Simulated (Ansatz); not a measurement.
One geometry of Be₇O₈, several levels of theory.

```yaml
crystal:
  periodic: [false, false, false]
  atoms:
    - {symbol: Be, position_ang: [1.363484, -1.423097, -0.281820]}
    - {symbol: Be, position_ang: [-2.232584, 0.358565, -0.332189]}
    - {symbol: Be, position_ang: [0.230033, -0.806073, 1.772746]}
    - {symbol: Be, position_ang: [-0.847918, -1.557779, -0.289015]}
    - {symbol: Be, position_ang: [0.083176, 0.627814, -1.372438]}
    - {symbol: Be, position_ang: [2.204552, 0.665298, -0.091903]}
    - {symbol: Be, position_ang: [-0.025537, 1.504122, 0.815828]}
    - {symbol: O, position_ang: [2.665432, -0.689113, -0.004634]}
    - {symbol: O, position_ang: [0.191235, 0.623139, 2.014194]}
    - {symbol: O, position_ang: [0.289255, -1.970202, 0.827111]}
    - {symbol: O, position_ang: [1.019593, 1.539359, -0.419675]}
    - {symbol: O, position_ang: [-2.242463, -1.062489, -0.058835]}
    - {symbol: O, position_ang: [-1.525550, 1.751554, 0.134879]}
    - {symbol: O, position_ang: [0.236395, -0.906961, -1.356477]}
    - {symbol: O, position_ang: [-1.409103, 1.345884, -1.357761]}
basis:
  gaussian: {orbitals: def2-TZVP, initial_orbitals: start.molden}
hamiltonian: {xc: r2scan, dispersion: d4}
scf: {omitted_lower_state_checks: [starts]}
output: {orbitals: {seedname: orbitals}}
```

The file start.molden holds the orbitals of an earlier run on this structure, at another level or in another basis.

```sh
$ ansatz run in.yaml --threads 4 --pin off --events-out ev --progress --plain --max-ram 6963MiB
```

Shortened log:

```
Functional definition: r2SCAN
2195 factors; their error is unknown
mean field evaluation 1: about -19205.4340 eV, gradient 7.8e0 eV
mean field evaluation 2: about -19205.5033 eV, gradient 8.3e-2 eV
mean field evaluation 4: about -19205.4824 eV, gradient 3.3e-4 eV
mean field -19205.48243938 eV, -705.7884617037 hartree, gradient 2.2e-5 eV, S^2 0.000000; 0 other end points of the search recorded, 0 dependent functions left out
reference -19205.48247784 eV, -705.7884631170 hartree; 46, 46 occupied and 335, 335 virtual orbitals, 2195 factors
Total energy: -19205.67222739 eV, -705.7954362843 hartree
Checks for a lower state left out: starts
```

Run time 17 s (4 threads of Arm Neoverse V2 on a shared host), peak host memory 0.89 GiB.

As the first input, with `hamiltonian: {xc: {name: r2SCAN0}, dispersion: d4}` (abridged; 23 s):

```
Functional definition: r2SCAN0
mean field -19202.52354640 eV, -705.6797243922 hartree, gradient 2.5e-5 eV, S^2 0.000000
Total energy: -19202.74523386 eV, -705.6878712560 hartree
Checks for a lower state left out: starts
```

First input, but with `hamiltonian: {xc: pbe0, dispersion: d4}` (abridged; 18 s):

```
Functional definition: PBE0
mean field -19191.90889445 eV, -705.2896431278 hartree, gradient 1.2e-5 eV, S^2 0.000000
Total energy: -19192.52364025 eV, -705.3122346195 hartree
Checks for a lower state left out: starts
```

Geometry: PBE-D4/def2-SVP.

The structure holds 1 bond(s) between oxygen atoms. The restricted singlet is unstable towards broken spin symmetry in Hartree–Fock (as tested in another run); at r2SCAN-D4/def2-TZVP, r2SCAN0-D4/def2-TZVP, PBE0-D4/def2-TZVP this wasn't settled. The structure comes from a short search, and lower isomers may exist.
